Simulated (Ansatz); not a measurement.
Start from `N[C](O)(F)[GeH3]` and change one atom or group to get `COC(N)(O)F`.

Ansatz, PBE0-D4/def2-TZVP geometries, multiplicity 1. Each molecule was computed in one conformer, which needn't be the lowest.

Scalar relativity is left out up to krypton.

| property | `N[C](O)(F)[GeH3]` |
| --- | --- |
| LUMO energy (ωB97M-V/def2-TZVPP) / eV | 2.05 |
| HOMO energy (ωB97M-V/def2-TZVPP) / eV | -10.01 |
| HOMO–LUMO gap (PBE0/def2-TZVPP) / eV | 8.26 |
| HOMO–LUMO gap (ωB97M-V/def2-TZVPP) / eV | 12.05 |
| HOMO–LUMO gap (PBE/def2-TZVPP) / eV | 5.91 |
| size of the dipole moment (B3LYP/def2-TZVPP) / D | 2.31 |

Question: Give the same properties after the change, and the shifts. (Estimate.)

Answer: Ansatz gave: 
| property | `COC(N)(O)F` | shift |
| --- | --- | --- |
| LUMO energy (ωB97M-V/def2-TZVPP) / eV | 2.52 | 0.47 |
| HOMO energy (ωB97M-V/def2-TZVPP) / eV | -10.60 | -0.59 |
| HOMO–LUMO gap (PBE0/def2-TZVPP) / eV | 9.29 | 1.03 |
| HOMO–LUMO gap (ωB97M-V/def2-TZVPP) / eV | 13.12 | 1.07 |
| HOMO–LUMO gap (PBE/def2-TZVPP) / eV | 6.83 | 0.92 |
| size of the dipole moment (B3LYP/def2-TZVPP) / D | 0.98 | -1.33 |

With PBE0 the HOMO falls by 0.49 eV and the LUMO rises by 0.54 eV, so the gap widens by about 1.03 eV. PBE moves the HOMO by -0.38 eV and ωB97M-V by -0.59 eV. Dipoles are sizes alone; their direction can turn.

B3LYP here is the variant with VWN-RPA as its local correlation; programs differ in this.
